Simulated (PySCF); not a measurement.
Species: C2H9AlS.
SMILES: `C[S+](C)[AlH3-]`

Method: PySCF 2.14.0, PBE0-D3(BJ)/def2-SVP geometry optimisation, gas phase.

Masses are those of the commonest isotopes; rigid-rotor values at the optimised geometry. 

**Question.** Give the principal moments of inertia and the rotational constants in GHz.

**Answer.** Ia = 91.08, Ib = 180.08, Ic = 226.54 u·Å²; 505379 MHz·u·Å²/I gives 5549, 2806 and 2231 MHz, that is A = 5.5486, B = 2.8064, C = 2.2308 GHz.

**Question.** Classify the top.

**Answer.** An asymmetric top: κ = (2 × 2806 − 5549 − 2231)/(5549 − 2231) = -0.65.

**Question.** Is it planar, by Δ = Ic − Ia − Ib?

**Answer.** Not planar: Δ = Ic − Ia − Ib = -44.62 u·Å². For a rigid frame Δ = −2 Σ m c², so Σ m c² = 22.31 u·Å² lies off the ab plane: 8.13 from hydrogen and 14.18 from heavier atoms. The atom farthest from that plane is 1.71 Å away.

**Question.** Give the other two planar moments, Paa and Pbb, and the rms extents of the mass along the axes.

**Answer.** Paa = Σ m a² = (Ib + Ic − Ia)/2 = 157.77 and Pbb = Σ m b² = (Ia + Ic − Ib)/2 = 68.77 u·Å². With the mass M = 92.02 u, the rms extents √(P/M) along a, b and c are 1.31, 0.86, 0.49 Å.

**Question.** Give the coordinates in the principal-axis frame, origin at the centre of mass.

**Answer.** The sense of each axis is arbitrary; atoms in the order of the calculation.
| atom | mass (u) | a (Å) | b (Å) | c (Å) |
| --- | --- | --- | --- | --- |
| C1 | 12.000 | -1.179 | 1.399 | -0.417 |
| S2 | 31.972 | -0.572 | -0.001 | 0.548 |
| C3 | 12.000 | -1.200 | -1.389 | -0.420 |
| Al4 | 26.982 | 1.803 | -0.005 | -0.121 |
| H5 | 1.008 | -0.810 | 1.339 | -1.451 |
| H6 | 1.008 | -2.277 | 1.421 | -0.391 |
| H7 | 1.008 | -0.783 | 2.305 | 0.060 |
| H8 | 1.008 | -0.800 | -2.301 | 0.044 |
| H9 | 1.008 | -2.298 | -1.406 | -0.378 |
| H10 | 1.008 | -0.844 | -1.321 | -1.457 |
| H11 | 1.008 | 2.224 | 1.401 | 0.523 |
| H12 | 1.008 | 1.538 | -0.041 | -1.709 |
| H13 | 1.008 | 2.253 | -1.370 | 0.587 |

**Question.** List the rotational levels J(Ka,Kc) to J = 3 (K).

**Answer.** Above 0(0,0), as E/k:
J = 1: 1(0,1) 0.242, 1(1,1) 0.373, 1(1,0) 0.401
J = 2: 2(0,2) 0.721, 2(1,2) 0.829, 2(1,1) 0.912, 2(2,1) 1.307, 2(2,0) 1.311
J = 3: 3(0,3) 1.431, 3(1,3) 1.511, 3(1,2) 1.676, 3(2,2) 2.032, 3(2,1) 2.051, 3(3,1) 2.762, 3(3,0) 2.762
The levels of one J sum to (2J + 1)J(J + 1)(A + B + C)/3.

**Question.** Predict some low-J microwave lines.

**Answer.** The dipole components are |μa| = 4.85 D, |μb| = 0.01 D, |μc| = 0.67 D. Intensities carry the squares of the components, which stand as 1.00 : 0.00 : 0.02 (a : b : c). Some lines, for components of 0.1 D or more:

```csv
type,branch,"J(Ka,Kc)",MHz,lower level (cm⁻¹)
a,Q,"3(2,1) ← 3(2,2)",397,1.412
a,Q,"1(1,0) ← 1(1,1)",576,0.259
a,R,"1(0,1) ← 0(0,0)",5037,0.000
a,Q,"4(1,3) ← 4(1,4)",5705,1.679
c,Q,"2(2,1) ← 2(1,1)",8227,0.634
a,Q,"5(1,4) ← 5(1,5)",8437,2.461
a,R,"2(1,2) ← 1(1,1)",9499,0.259
a,R,"3(1,3) ← 2(1,2)",14201,0.576
a,R,"3(0,3) ← 2(0,2)",14796,0.501
a,R,"3(1,2) ← 2(1,1)",15920,0.634
a,R,"4(1,4) ← 3(1,3)",18855,1.050
a,R,"4(3,1) ← 3(3,0)",20336,1.920
a,R,"4(2,2) ← 3(2,1)",20817,1.426
a,R,"4(1,3) ← 3(1,2)",21114,1.165
a,R,"5(1,5) ← 4(1,4)",23458,1.679
a,R,"5(4,2) ← 4(4,1)",25367,3.300
a,R,"5(3,2) ← 4(3,1)",25545,2.598
c,R,"4(2,3) ← 3(1,3)",30950,1.050
c,R,"4(3,1) ← 3(2,1)",35144,1.426
c,R,"5(2,4) ← 4(1,4)",37101,1.679
c,R,"4(4,0) ← 3(3,0)",41368,1.920
c,R,"5(4,1) ← 4(3,1)",46404,2.598
c,R,"5(5,0) ← 4(4,0)",52469,3.300
```

No frequency check. Constants of a rigid frame at the computed geometry: no zero-point averaging, no centrifugal distortion. A rigid rotor knows nothing of internal rotation, which can split or shift real lines. Quadrupole hyperfine structure (27Al) is left out.

Time: 33 s; peak memory 0.46 GiB. Hardware: one thread of an Arm Neoverse V2 (shared host). This is the geometry optimisation.
